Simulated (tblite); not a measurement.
Compound: C5H12OP2.
Z-matrix (Å and degrees, GFN2-xTB geometry), rows numbered from 1:
```
C 
C   1  1.4859
C   2  1.3276  1  125.73
P   3  1.8008  2  118.98  1  -179.43
O   4  1.4642  3  114.86  2    -2.81
C   4  1.8334  3  106.62  2   125.38
P   6  1.8649  4  105.65  3   160.52
C   7  1.8404  6   98.90  4    82.43
H   1  1.0876  2  111.49  3    -2.19
H   1  1.0893  2  109.92  3  -123.41
H   1  1.0899  2  109.82  3   118.80
H   2  1.0835  1  116.54  3  -179.98
H   3  1.0808  2  122.48  1     0.26
H   4  1.3963  3  103.92  2  -127.82
H   6  1.0913  4  109.54  3    43.23
H   6  1.0936  4  109.80  3   -77.78
H   7  1.4035  6   94.65  4   179.83
H   8  1.0894  7  111.41  6    52.62
H   8  1.0890  7  108.34  6   -68.09
H   8  1.0888  7  108.60  6   173.66
```

All values are computed: GFN2-xTB (tblite) harmonic vibrations without scaling, gas phase. Against measured fundamentals such values can be off by several per cent, at times by over 20. Modes of hydrogen on phosphorus can be 10 to 20 % off. One conformer, not necessarily the lowest.

Harmonic wavenumbers (cm⁻¹): 35.0, 58.7, 87.3, 118.5, 148.4, 159.3, 178.9, 187.0, 224.3, 292.9, 336.0, 351.0, 471.0, 662.2, 680.7, 710.4, 727.8, 744.9, 759.2, 781.9, 860.9, 872.8, 914.8, 945.5, 975.0, 985.7, 989.6, 1013.1, 1032.4, 1105.1, 1110.2, 1197.2, 1273.3, 1280.9, 1316.6, 1369.1, 1393.3, 1432.1, 1439.6, 1466.1, 1472.5, 1678.6, 2232.3, 2269.9, 2922.4, 2960.9, 2989.9, 3002.4, 3011.3, 3015.8, 3018.8, 3036.3, 3050.6, 3059.0.

A = 3944, B = 600.9, C = 560.7 MHz; mass 150.036 u (most abundant isotopes); point group C1, symmetry number 1.

Zero-point energy?

Half the sum of the wavenumbers: 34205 cm⁻¹ = 97.80 kcal/mol.

What is S at 200 K and 1 bar for an ideal gas of classical rigid rotors and harmonic oscillators?

Translation 38.97, rotation 28.68, vibration 24.99: S = 92.6 cal/(mol K).

And Cp and H(200 K) − H(0)?

Cp = 32.23 cal/(mol K), of which vibrations give 24.28 (their classical limit is 54 R = 107.3); H(200 K) − H(0) = 4.23 kcal/mol without the zero-point energy, 2.64 from vibrations.

What must be added to the electronic energy to get the Gibbs energy at 200 K and 1 bar?

ZPE + [H(200 K) − H(0)] − T·S = 97.80 + 4.23 − 18.53 = 83.50 kcal/mol.

How do the functions run with temperature in this model?

| T (K) | S (cal/(mol K)) | Cp (cal/(mol K)) | H − H(0) (kcal/mol) | G − H(0) (kcal/mol) | ln q(vib) |
| --- | --- | --- | --- | --- | --- |
| 100 | 74.1 | 22.4 | 1.49 | -5.91 | 2.48 |
| 300 | 107.7 | 42.8 | 7.97 | -24.33 | 9.14 |
| 500 | 134.2 | 61.6 | 18.51 | -48.58 | 15.18 |
| 800 | 167.4 | 79.5 | 39.91 | -93.99 | 23.53 |
| 1000 | 186.0 | 87.4 | 56.65 | -129.36 | 28.62 |

q(vib) and H(0) count from the zero-point level.

Which modes carry the vibrational entropy at 200 K?

35.0 cm⁻¹: 4.73; 58.7 cm⁻¹: 3.72; 87.3 cm⁻¹: 2.94; 118.5 cm⁻¹: 2.36; 148.4 cm⁻¹: 1.95; 159.3 cm⁻¹: 1.82 cal/(mol K); the other 48 give 7.47 together.

Blend soft modes into free rotors: weight 1/[1 + (100 cm⁻¹/ν̃)⁴] for the oscillator and the rest for a rotor with moment μB/(μ + B), μ = h/(8π²ν), B = 10⁻⁴⁴ kg m². What vibrational entropy results?

23.01 cal/(mol K) in place of 24.99, which changes −T·S at 200 K by +0.40 kcal/mol.

Hindered rotation and anharmonicity are outside this model. Other conformers, if any are populated, would add a mixing term that is left out. The structure is chiral; the term R ln 2 for an equal mix with its mirror image is left out.
